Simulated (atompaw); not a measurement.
## u(r) = r·R(r): atom against pseudo-atom (Fe (Z = 26))

Columns: radius, all-electron u(r) and pseudo u(r) of the 4s shell (level -5.29 eV) of iron in the configuration [Ne] 3s2 3p6 3d6 4s2 4p0; PBE, scalar-relativistic, PAW (atompaw) scheme, atompaw 4.2.0.5.

```
r (bohr)  all-electron  pseudo
   0.096        0.0548  0.0370
   0.192        0.1621  0.0738
   0.288        0.0518  0.1105
   0.385       -0.1081  0.1473
   0.481       -0.2222  0.1834
   0.577       -0.2698  0.2189
   0.673       -0.2590  0.2539
   0.769       -0.2069  0.2882
   0.865       -0.1299  0.3216
   0.962       -0.0400  0.3544
   1.058        0.0521  0.3858
   1.154        0.1415  0.4159
   1.250        0.2248  0.4447
   1.346        0.3002  0.4719
   1.442        0.3668  0.4974
   1.538        0.4246  0.5210
   1.635        0.4741  0.5429
   1.731        0.5150  0.5623
   1.827        0.5485  0.5795
   1.923        0.5751  0.5943
   2.019        0.5956  0.6066
   2.115        0.6106  0.6162
   2.212        0.6208  0.6232
   2.308        0.6266  0.6273
   2.404        0.6286  0.6287
   2.500        0.6272  0.6272
```

(1) How many radial nodes do the two functions have?

(2) Is the pseudo-wave norm-conserving?

Answers

(1) The all-electron 4s function has n − l − 1 = 3 (the table is too coarse to show those close to the nucleus); the pseudo-wave has 0, since the states of the same l below it are removed with the core.

(2) No, it belongs to a PAW set: the norm inside the radius is not constrained, and the difference is carried by the augmentation charge.
